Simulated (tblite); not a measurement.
Species: C2H13BrSi4.
Atom-mapped SMILES: `[CH3:1][Si@@H:2]([CH2:3][Br:4])[SiH:5]([SiH3:6])[SiH3:7]` (hydrogens: H8, H9, H10 on C1; H11 on Si2; H12, H13 on C3; H14 on Si5; H15, H16, H17 on Si6; H18, H19, H20 on Si7)

Computed with GFN2-xTB (tblite), gas phase: L-BFGS steps from a force-field or distance-geometry start until the largest atomic force falls under 0.01 eV/Å.

Step 23: E = -594.8445 eV
```
atom  x, y, z in Å  |  force x, y, z in eV/Å
C1      1.2882   -1.2308   -1.4462    0.002   0.005  -0.023
Si2     1.2217   -0.6157    0.3556    0.017   0.012   0.042
C3      2.5702    0.7462    0.4964    0.026   0.041   0.012
Br4     2.7402    1.2887    2.3679   -0.026   0.005  -0.034
Si5    -0.9333    0.1630    0.8525    0.017   0.014   0.090
Si6    -2.4049   -1.5165    0.1857    0.009   0.009   0.008
Si7    -1.5725    2.2217   -0.0642   -0.009   0.001   0.039
H8      1.2535   -2.3143   -1.4772   -0.024   0.001  -0.015
H9      2.1839   -0.9180   -1.9730    0.032  -0.003   0.007
H10     0.4356   -0.8663   -2.0111   -0.004  -0.003  -0.025
H11     1.7671   -1.6895    1.2128   -0.008   0.028  -0.018
H12     2.3371    1.6538   -0.0550   -0.039   0.001  -0.004
H13     3.5593    0.4095    0.1927   -0.008  -0.010   0.022
H14    -0.9791    0.3113    2.3276   -0.012  -0.018  -0.064
H15    -3.2334   -1.0167   -0.9138   -0.030  -0.033  -0.021
H16    -3.3236   -2.0224    1.2017   -0.003   0.007   0.025
H17    -1.6632   -2.6717   -0.3284   -0.032  -0.023  -0.006
H18    -0.5218    2.8626   -0.8614    0.017  -0.017  -0.015
H19    -2.0219    3.2301    0.8983    0.041  -0.047   0.009
H20    -2.7081    1.9857   -0.9640    0.033   0.028  -0.028
```

Step 24: E = -594.8456 eV
```
atom  x, y, z in Å  |  force x, y, z in eV/Å
C1      1.2877   -1.2303   -1.4465    0.009   0.015  -0.013
Si2     1.2213   -0.6145    0.3559    0.029  -0.007   0.028
C3      2.5691    0.7479    0.4971    0.016   0.039   0.010
Br4     2.7356    1.2940    2.3688   -0.018  -0.005  -0.051
Si5    -0.9348    0.1586    0.8496    0.029   0.058   0.094
Si6    -2.4063   -1.5171    0.1864   -0.011  -0.012  -0.002
Si7    -1.5698    2.2209   -0.0644   -0.015   0.018   0.025
H8      1.2520   -2.3141   -1.4758   -0.031   0.018  -0.025
H9      2.1850   -0.9184   -1.9712    0.035  -0.010   0.006
H10     0.4378   -0.8623   -2.0137   -0.003  -0.019  -0.016
H11     1.7723   -1.6881    1.2100   -0.014   0.029  -0.016
H12     2.3365    1.6549   -0.0550   -0.040   0.006  -0.009
H13     3.5571    0.4090    0.1917   -0.005   0.001   0.042
H14    -0.9802    0.3088    2.3239   -0.014  -0.019  -0.052
H15    -3.2376   -1.0220   -0.9124   -0.033  -0.023  -0.029
H16    -3.3238   -2.0214    1.2032   -0.012   0.004   0.040
H17    -1.6684   -2.6742   -0.3260   -0.019  -0.035  -0.013
H18    -0.5158    2.8619   -0.8604   -0.005  -0.030   0.001
H19    -2.0164    3.2284    0.9024    0.046  -0.064  -0.011
H20    -2.7064    1.9888   -0.9666    0.055   0.035  -0.009
```

Step 25: E = -594.8469 eV
```
atom  x, y, z in Å  |  force x, y, z in eV/Å
C1      1.2873   -1.2293   -1.4470    0.016   0.026   0.002
Si2     1.2213   -0.6132    0.3566    0.034  -0.018  -0.005
C3      2.5679    0.7508    0.4983   -0.006   0.027  -0.001
Br4     2.7292    1.3010    2.3689   -0.006  -0.011  -0.054
Si5    -0.9361    0.1541    0.8473    0.037   0.090   0.058
Si6    -2.4086   -1.5183    0.1874   -0.033  -0.032  -0.014
Si7    -1.5663    2.2202   -0.0644   -0.008   0.024  -0.001
H8      1.2495   -2.3135   -1.4745   -0.036   0.038  -0.035
H9      2.1870   -0.9193   -1.9689    0.033  -0.019   0.007
H10     0.4406   -0.8574   -2.0173    0.002  -0.033  -0.003
H11     1.7795   -1.6861    1.2062   -0.017   0.022  -0.007
H12     2.3351    1.6565   -0.0552   -0.037   0.011  -0.018
H13     3.5544    0.4088    0.1912    0.003   0.016   0.062
H14    -0.9820    0.3050    2.3185   -0.017  -0.015  -0.003
H15    -3.2439   -1.0295   -0.9111   -0.031  -0.014  -0.031
H16    -3.3246   -2.0204    1.2059   -0.018   0.004   0.052
H17    -1.6757   -2.6785   -0.3231   -0.006  -0.043  -0.018
H18    -0.5082    2.8605   -0.8589   -0.029  -0.044   0.019
H19    -2.0085    3.2254    0.9074    0.045  -0.069  -0.022
H20    -2.7031    1.9939   -0.9702    0.074   0.041   0.011
```

Step 26: E = -594.8487 eV
```
atom  x, y, z in Å  |  force x, y, z in eV/Å
C1      1.2871   -1.2275   -1.4476    0.023   0.031   0.016
Si2     1.2220   -0.6119    0.3576    0.027  -0.018  -0.046
C3      2.5664    0.7547    0.4996   -0.035   0.006  -0.021
Br4     2.7210    1.3099    2.3680    0.007  -0.014  -0.043
Si5    -0.9372    0.1501    0.8452    0.035   0.096  -0.012
Si6    -2.4123   -1.5204    0.1884   -0.046  -0.044  -0.022
Si7    -1.5619    2.2199   -0.0643    0.012   0.012  -0.028
H8      1.2454   -2.3120   -1.4739   -0.038   0.052  -0.041
H9      2.1903   -0.9210   -1.9661    0.028  -0.026   0.008
H10     0.4444   -0.8518   -2.0220    0.009  -0.039   0.013
H11     1.7888   -1.6835    1.2014   -0.017   0.008   0.009
H12     2.3326    1.6587   -0.0556   -0.031   0.015  -0.031
H13     3.5513    0.4090    0.1919    0.013   0.037   0.077
H14    -0.9847    0.3000    2.3120   -0.020  -0.008   0.070
H15    -3.2526   -1.0395   -0.9100   -0.024  -0.004  -0.026
H16    -3.3263   -2.0194    1.2102   -0.020   0.007   0.058
H17    -1.6853   -2.6849   -0.3197    0.005  -0.045  -0.019
H18    -0.4992    2.8581   -0.8569   -0.046  -0.052   0.033
H19    -1.9978    3.2208    0.9136    0.036  -0.058  -0.020
H20    -2.6974    2.0013   -0.9747    0.080   0.043   0.025
```

**Question.** Estimate the geometry and energy of step 27. (The exact step hangs on the optimiser's Hessian estimate; all steps are aligned on step 26, rigid shifts and turns removed.)

**Answer.** E = -594.8509 eV, largest force 0.145 eV/Å
```
atom  x, y, z in Å  |  force x, y, z in eV/Å
C1      1.2875   -1.2245   -1.4483    0.028   0.027   0.020
Si2     1.2235   -0.6107    0.3583    0.005  -0.008  -0.081
C3      2.5641    0.7599    0.5007   -0.063  -0.015  -0.042
Br4     2.7106    1.3211    2.3659    0.020  -0.014  -0.018
Si5    -0.9382    0.1468    0.8427    0.021   0.069  -0.090
Si6    -2.4179   -1.5239    0.1892   -0.046  -0.043  -0.023
Si7    -1.5562    2.2199   -0.0647    0.040  -0.017  -0.045
H8      1.2395   -2.3088   -1.4741   -0.034   0.052  -0.041
H9      2.1952   -0.9238   -1.9626    0.023  -0.029   0.005
H10     0.4496   -0.8456   -2.0279    0.014  -0.030   0.028
H11     1.8005   -1.6801    1.1958   -0.017  -0.010   0.026
H12     2.3287    1.6620   -0.0566   -0.019   0.015  -0.046
H13     3.5480    0.4102    0.1943    0.023   0.062   0.085
H14    -0.9885    0.2935    2.3053   -0.022   0.001   0.143
H15    -3.2644   -1.0527   -0.9092   -0.013   0.004  -0.017
H16    -3.3289   -2.0180    1.2169   -0.015   0.013   0.055
H17    -1.6978   -2.6941   -0.3158    0.013  -0.040  -0.017
H18    -0.4883    2.8540   -0.8539   -0.046  -0.048   0.036
H19    -1.9833    3.2140    0.9213    0.019  -0.031  -0.008
H20    -2.6886    2.0117   -0.9803    0.069   0.041   0.030
```

The energy changes by -0.0023 eV. The first-order estimate −F·Δx gives -0.0030 eV and the mean of the old and new forces, exact on a quadratic surface, -0.0022 eV. The step makes an angle of 77° with the force vector and moves no atom by more than 0.018 Å.

The cost below is that of the whole relaxation. On one thread, Arm Neoverse N1 (aarch64), shared host, this took 2.6 s wall.
